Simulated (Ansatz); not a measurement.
The cluster As4⁺. Charge 1, multiplicity 2. Geometry PBE-D4/def2-SVP, basis def2-TZVP, Ansatz.

Cartesian coordinates in Å:
```
As 1.4890 0.0054 -0.3817
As -0.5158 1.3707 -0.4669
As -0.9658 -1.0078 -0.6438
As -0.0075 -0.3683 1.4924
```

```tsv
run	HOMO (eV)	LUMO (eV)
A	-11.47	-10.45
B	-12.04	-9.77
C	-11.08	-10.48
D	-10.82	-10.33
```

The structure comes from a short search, and lower isomers may exist.

HOMO and LUMO are taken over both spins.

Question: The runs used BLYP, PBE, PBE0, r2SCAN. Estimate which is which.

Answer: A r2SCAN (0 % exact exchange); B PBE0 (25 % exact exchange); C PBE (0 % exact exchange); D BLYP (0 % exact exchange). Exact exchange lowers occupied and raises empty levels; among semilocal functionals meta-GGAs tend to open the gap a little, and such runs are hard to tell apart. The gap grows from 0.49 eV (BLYP) to 2.28 eV (PBE0).
